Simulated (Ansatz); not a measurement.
One geometry of C2H8OSi2, SMILES `[SiH3][SiH]1COC1`, several functionals.

```yaml
crystal:
  periodic: [false, false, false]
  atoms:
    - {symbol: Si, position_ang: [-2.061241, 0.562455, -0.380695]}
    - {symbol: Si, position_ang: [-0.103786, -0.097266, 0.716267]}
    - {symbol: C, position_ang: [0.965439, -1.388291, -0.179881]}
    - {symbol: O, position_ang: [1.847983, -0.344334, -0.633528]}
    - {symbol: C, position_ang: [1.493527, 0.786028, 0.185727]}
    - {symbol: H, position_ang: [-2.562565, 1.850371, 0.172310]}
    - {symbol: H, position_ang: [-1.783725, 0.740404, -1.831243]}
    - {symbol: H, position_ang: [-3.123962, -0.467355, -0.219458]}
    - {symbol: H, position_ang: [-0.359826, -0.280442, 2.174947]}
    - {symbol: H, position_ang: [1.488975, -2.095885, 0.474846]}
    - {symbol: H, position_ang: [0.555229, -1.937183, -1.030474]}
    - {symbol: H, position_ang: [1.436934, 1.693174, -0.420037]}
    - {symbol: H, position_ang: [2.227217, 0.943627, 0.985919]}
basis:
  gaussian: {orbitals: def2-TZVPP}
hamiltonian: {xc: {name: wB97X-V}}
output: {orbitals: {seedname: orbitals}}
```

```sh
$ ansatz run in.yaml --threads 4 --pin off --events-out ev --progress --plain --max-ram 10444MiB
```

Output, abridged:

```
Functional definition: wB97X-V
1565 factors; their error is unknown
377 factors; integrals over basis functions are off by at most 1.1e-5 eV
mean field evaluation 1: about -20000.2127 eV, gradient 4.0e1 eV
mean field evaluation 2: about -20000.9457 eV, gradient 3.9e1 eV
mean field evaluation 4: about -20003.7241 eV, gradient 2.5e0 eV
mean field evaluation 8: about -20003.7472 eV, gradient 6.3e-2 eV
mean field evaluation 16: about -20003.7475 eV, gradient 3.8e-5 eV
mean field -20003.74748905 eV, -735.1241611956 hartree, gradient 3.8e-5 eV, S^2 0.000000; 0 other end points of the search recorded, 0 dependent functions left out
reference -20003.74748657 eV, -735.1241611044 hartree; 28, 28 occupied and 261, 261 virtual orbitals, 1565 factors
Total energy: -20003.74748657 eV, -735.1241611044 hartree
```

Hardware: 4 threads of an Arm Neoverse V1 on a shared host. Wall time 11 s, peak host memory 1 GiB.

With the line `hamiltonian: {xc: {name: PBE-QIDH}}` (abridged; 7.5 s):

```
Functional definition: PBE-QIDH
mean field evaluation 16: about -19982.2171 eV, gradient 7.5e-5 eV
mean field -19982.21708158 eV, -734.3329333150 hartree, gradient 1.6e-6 eV, S^2 0.000000
13 core orbitals not correlated: weight in the atoms' cores, before any rotation towards them, 1.000 or more for the frozen orbitals, at most 0.000 for the correlated occupied ones
second order -25.28521361 eV of doubles, -0.00000000 eV of singles
Total energy: -19990.64550179 eV, -734.6426720445 hartree
```

Changing it to `hamiltonian: {xc: pbe0, dispersion: d4}` (abridged; 3.9 s):

```
Functional definition: PBE0
mean field -19995.96047781 eV, -734.8379938106 hartree, gradient 8.8e-5 eV, S^2 0.000000
Total energy: -19996.21279101 eV, -734.8472661496 hartree
```

Changing it to `hamiltonian: {xc: {name: B97M-V}}` (abridged; 12 s):

```
Functional definition: B97M-V
mean field evaluation 16: about -20002.8509 eV, gradient 4.9e-5 eV
mean field -20002.85089715 eV, -735.0912120508 hartree, gradient 2.3e-5 eV, S^2 0.000000
Total energy: -20002.85097139 eV, -735.0912147791 hartree
```

With the line `hamiltonian: {xc: lda}` (abridged; 1.7 s):

```
Functional definition: SPW92
mean field evaluation 16: about -19908.7935 eV, gradient 8.8e-4 eV
mean field -19908.79348158 eV, -731.6346657833 hartree, gradient 2.7e-5 eV, S^2 0.000000
Total energy: -19908.79353074 eV, -731.6346675899 hartree
```

The same input with `hamiltonian: {xc: {name: wB97M-V}}` and forces (abridged; 15 s):

```
Functional definition: wB97M-V
mean field evaluation 16: about -20004.2570 eV, gradient 8.4e-5 eV
mean field -20004.25698207 eV, -735.1428847188 hartree, gradient 8.5e-5 eV, S^2 0.000000
Total energy: -20004.25704218 eV, -735.1428869278 hartree
Atom 0 force    -0.083781     0.030163    -0.058652 eV/Å
Atom 1 force    -0.028902    -0.006437     0.078695 eV/Å
Atom 2 force    -0.161272    -0.242644     0.084559 eV/Å
Atom 3 force     0.167489    -0.011510    -0.172567 eV/Å
Atom 4 force    -0.041614     0.249511     0.167360 eV/Å
Atom 5 force     0.061210    -0.146951    -0.058197 eV/Å
Atom 6 force    -0.026393    -0.021165     0.162936 eV/Å
Atom 7 force     0.124445     0.114258    -0.013976 eV/Å
Atom 8 force     0.032394     0.019205    -0.160372 eV/Å
Atom 9 force    -0.038494     0.062747    -0.071767 eV/Å
Atom 10 force     0.040498     0.042876     0.073291 eV/Å
Atom 11 force     0.011452    -0.076827     0.053200 eV/Å
Atom 12 force    -0.057032    -0.013225    -0.084511 eV/Å
Dipole moment:    -0.202601     0.011630     0.223742 e Å
```
